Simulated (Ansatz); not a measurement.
`C[S][Zn][S]C` and `C[S][Zn][Br]` differ in one atom or group.

Ansatz, PBE0-D4/def2-TZVP geometries, multiplicity 1. Each molecule was computed in one conformer, which needn't be the lowest.

Scalar relativity is left out up to krypton.

| property | `C[S][Zn][S]C` |
| --- | --- |
| HOMO–LUMO gap (B3LYP/def2-TZVPP) / eV | 5.52 |
| HOMO energy (PBE/def2-TZVPP) / eV | -5.62 |
| LUMO energy (PBE/def2-TZVPP) / eV | -1.57 |
| LUMO energy (ωB97M-V/def2-TZVPP) / eV | 0.76 |
| HOMO–LUMO gap (ωB97M-V/def2-TZVPP) / eV | 9.73 |
| zero-point energy (PBE0-D4/def2-TZVP) / kJ/mol | 204.7 |

Give the same properties after the change, and the shifts. (Estimate.)

Computed: 
```tsv
property	`C[S][Zn][Br]`	shift
HOMO–LUMO gap (B3LYP/def2-TZVPP) / eV	5.30	-0.22
HOMO energy (PBE/def2-TZVPP) / eV	-5.88	-0.26
LUMO energy (PBE/def2-TZVPP) / eV	-2.08	-0.51
LUMO energy (ωB97M-V/def2-TZVPP) / eV	0.44	-0.32
HOMO–LUMO gap (ωB97M-V/def2-TZVPP) / eV	9.67	-0.06
zero-point energy (PBE0-D4/def2-TZVP) / kJ/mol	104.8	-99.9
```

With PBE0 the HOMO falls by 0.28 eV and the LUMO falls by 0.46 eV, so the gap narrows by about 0.18 eV. PBE moves the HOMO by -0.26 eV and ωB97M-V by -0.26 eV. The zero-point energy changes by -99.9 kJ/mol with -12 modes.

B3LYP here is the variant with VWN-RPA as its local correlation; programs differ in this.
